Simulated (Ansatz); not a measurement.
Reaction (homolysis of the Ge–H bond): `C[O][GeH2][OH]` → `C[O][GeH][OH]`• + H•

Program: Ansatz. Geometries: PBE0-D4/def2-TZVP. ΔE: electronic, gas phase. CCSD(T)/CBS is the MP2 limit (def2-TZVPP, def2-QZVPP) plus CCSD(T) − MP2 in def2-TZVPP, frozen cores. This one scheme is used for every species, atoms too. DFT in def2-TZVPP. B3LYP here is the variant with VWN-RPA as its local correlation; programs differ in this. Open shells (•) are unrestricted, without spin–orbit coupling. Bonds to Ge are less sure, by a few kJ/mol each and by 10 to 20 or more in all where they break to atoms, as the def2 sets lack core-valence functions. Scalar relativity is left out up to krypton. One conformer a species, not always the lowest.

`C[O][GeH2][OH]`:

```xyz
10

C     0.538    0.640   -1.414
O    -0.502    0.368   -0.507
Ge   -0.107   -0.252    1.110
O    -1.610   -0.939    1.730
H     1.100    1.542   -1.138
H     0.095    0.808   -2.398
H     1.249   -0.193   -1.499
H     1.000   -1.315    0.933
H     0.263    0.872    2.084
H    -2.026   -1.531    1.099
```

`C[O][GeH][OH]`•:

Z-matrix (Å, degrees):
```
C
O 1 1.407
H 1 1.092 2 107.9
H 1 1.096 2 112.0 3 119.0
H 1 1.097 2 111.9 3 -118.6
Ge 2 1.783 1 121.4 3 -173.4
O 6 1.788 2 109.3 1 45.2
H 6 1.552 2 103.8 1 157.3
H 7 0.960 6 113.9 2 -80.0
```

| level | ΔE (kJ/mol) | difference from CCSD(T)/CBS |
| --- | --- | --- |
| revPBE-D4 | 332.0 | -44.8 |
| PBE0-D4 | 348.7 | -28.1 |
| ωB97M-V | 361.0 | -15.8 |
| PBE | 334.8 | -42.0 |
| revPBE | 329.2 | -47.6 |
| r2SCAN | 346.8 | -30.0 |
| PBE0 | 348.1 | -28.7 |
| B3LYP | 351.8 | -25.0 |
| r2SCAN0 | 354.0 | -22.8 |
| BHLYP | 362.6 | -14.2 |
| SCS-MP2/def2-TZVPP | 372.6 | -4.2 |
| CCSD(T)/def2-TZVPP | 370.0 | -6.8 |
| MP2/def2-QZVPP | 364.8 | -12.0 |
| HF/CBS(def2) | 295.9 | -80.9 |
| MP2/CBS(def2) | 367.7 | -9.1 |
| CCSD/CBS(def2) | 378.3 | 1.5 |
| CCSD(T)/CBS | 376.8 | 0 |

(1) What do rigid-rotor, harmonic-oscillator terms from PBE0-D4/def2-TZVP frequencies (298.15 K, 1 bar) make of the CCSD(T)/CBS value? (Estimate.)

Largest T1 diagnostic among the species: 0.015.

Answers

(1) Computed: ΔZPE = -23.6 kJ/mol, ΔH = +358.9 kJ/mol, ΔS = 116 J/(mol·K), ΔG = +324.2 kJ/mol. Open shells count their whole term as degenerate. Modes under 50 cm⁻¹ make the entropy rough.

From PBE to PBE0 (25 % exact exchange), in def2-TZVPP and without D4, ΔE moves by +13.4 kJ/mol. In def2-TZVPP, CCSD(T) changes the Hartree–Fock value by +74.0 kJ/mol (the triples alone add −1.5 kJ/mol) and MP2 by +64.9 kJ/mol; breaking electron pairs costs correlation energy, which Hartree–Fock lacks. At CCSD(T), def2-SVP lies −16.8 kJ/mol from the extrapolated value and def2-TZVPP −6.8 kJ/mol: correlation converges slowly with the basis, and small sets miss more of it in the bonded molecule than in its fragments.
